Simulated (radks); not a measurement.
Q: The zinc ion Zn+, [Ar] 3d10 4s1. Method: non-relativistic Kohn-Sham, LDA (Slater exchange, Perdew-Wang correlation), spin-polarised, spherical densities, point nucleus; computed with a radial shooting solver on a logarithmic mesh with Libxc functionals. Every spin shell is full or empty, so the densities are truly spherical. Functionals are evaluated on that one density, not self-consistently. Rank these exchange functionals by their error against the exact value of the orbitals, and give that value: LDA, B88, PW91, WC, G96, TPSS, SCAN, r2SCAN, MS2, Tao-Mo, TASK, MVS.

A: Exact: -69.2495 hartree. From best to worst, with 100 (|E| - |E exact|)/|E exact| (equal figures are ties): MS2 -0.08, MVS +0.22, r2SCAN +0.22, Tao-Mo -0.28, TPSS +0.31, PW91 +0.36, B88 +0.41, SCAN +0.47, G96 +0.64, WC -0.72, TASK -2.42, LDA -5.66.
